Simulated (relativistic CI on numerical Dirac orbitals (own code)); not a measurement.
Crystal-field levels of Gd4+, 4f6

Calculated by Dirac-Coulomb-Breit CI, KLI orbitals optimised for each configuration, a model potential for QED, valence Slater integrals scaled by 0.75, one configuration in a parametric crystal field (own radial code).

Field parameters in Wybourne normalisation; cubic f-shell fields have B⁴₄ = √(5/14) B⁴₀ and B⁶₄ = −√(7/2) B⁶₀. The field is a parameter set, without covalency.

S and J are read from ⟨S²⟩ = S(S + 1) and ⟨J²⟩ = J(J + 1) of each level; they are not fictitious spins.

Oh, B40 = 3850, B60 = 1230 cm⁻¹, the lowest 16 levels:

```tsv
E (cm⁻¹)	Degeneracy	Irrep	S	J
0.0	1	A1	2.90	0.59
535	3	T1	2.92	1.34
1148	2	E	2.95	2.18
1529	3	T2	2.95	2.40
2477	1	A2	2.97	3.20
2651	3	T2	2.96	3.13
2771	3	T1	2.96	3.24
3517	3	T2	2.97	3.91
4070	1	A1	2.97	3.96
4084	3	T1	2.97	4.09
4104	2	E	2.97	4.40
4771	3	T2	2.96	5.15
5183	3	T1	2.96	4.77
5201	2	E	2.96	4.83
5772	3	T1	2.96	4.97
6300	2	E	2.95	5.78
```

C2v, B20 = -810, B22 = 160, B40 = -1380, B42 = -180, B44 = -300, B60 = -320, B62 = -550, B64 = -90, B66 = 140 cm⁻¹, the lowest 16 levels:

```tsv
E (cm⁻¹)	Degeneracy	S	J
0.0	1	2.89	0.12
446	1	2.92	1.01
607	1	2.92	1.06
680	1	2.92	1.07
1361	1	2.95	2.01
1424	1	2.95	2.03
1527	1	2.95	2.07
1570	1	2.95	2.02
1639	1	2.95	2.04
2531	1	2.97	3.02
2587	1	2.96	3.02
2590	1	2.97	3.04
2634	1	2.96	3.02
2649	1	2.96	3.01
2711	1	2.96	3.00
2713	1	2.96	2.98
```

The next free-ion level lies 575 cm⁻¹ above the lowest; the ground level cannot split, and the field only mixes in higher J.

Levels of this model without a field, named by their leading LS term (the scale mimics covalency, so terms lie below those of the real free ion): 7F_0 0, 7F_1 575, 7F_2 1498, 7F_3 2606, 7F_4 3800, 7F_5 5018, 7F_6 6215, 5D_0 15361 cm⁻¹.
